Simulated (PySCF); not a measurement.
## Radial density of Co (cobalt, neutral)

UHF, [Ar] 3d9, 2D determinant (an excited configuration). Calculation: PySCF 2.14, in def2-TZVPPD (6s6p4d2f1g, 67 functions); the non-relativistic Hamiltonian (point nucleus).

```
r (bohr)  4πr²ρ (e/bohr)  4πr²(ρα − ρβ)
0.000793          0.1011         0.0000
 0.00133          0.2786         0.0000
 0.00224          0.7487         0.0000
 0.00378           1.952         0.0000
 0.00635           4.804         0.0000
  0.0107           10.78         0.0000
  0.0180           20.62         0.0000
  0.0302           30.54         0.0002
  0.0508           31.01         0.0008
  0.0855           25.33         0.0049
   0.144           33.57         0.0346
   0.242           30.73         0.1933
   0.407           14.38         0.6633
   0.684           18.75         1.0210
    1.15           9.251         0.6152
    1.94           1.981         0.1326
    3.26          0.3743        -0.0107
    5.48         0.02784        -0.0046
    9.22       4.725e-05         0.0000
```

(1) Where is the radial spin density 4πr²(ρα − ρβ) most negative, and why is it negative at all?

## Answers

(1) Around r = 3.26 bohr, down to -0.0107 e/bohr: exchange with the open shell polarises the paired shells in an unrestricted calculation.
